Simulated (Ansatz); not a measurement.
MoCl4H2, SMILES [Cl][MoH2]([Cl])([Cl])[Cl], multiplicity 1.

Geometry optimised at B3LYP-D3(BJ)/def2-SVP. The multiplicity is an assumed one; no other spin state was optimised. The structure was generated by enumeration; whether it is a known compound was not checked. The def2 effective core potentials stand for the cores of Mo; spin–orbit coupling is left out.

Two levels are set side by side: PBE/def2-SVPD (Ansatz, a quantum-chemistry and plane-wave program) and PBE0/def2-SVPD (Ansatz). Energy differences of separate SCF runs at the same geometry; the states with an electron removed or added have multiplicity 2 and 2. Differences are taken from unrounded values.

| quantity | PBE0 | PBE | PBE minus PBE0 |
|---|---|---|---|
| vertical ionisation energy (eV) | 10.33 | 9.78 | -0.55 |
| vertical electron affinity (eV) | 3.74 | 3.18 | -0.55 |
| vertical singlet–triplet gap (eV) | 1.31 | 1.39 | 0.08 |
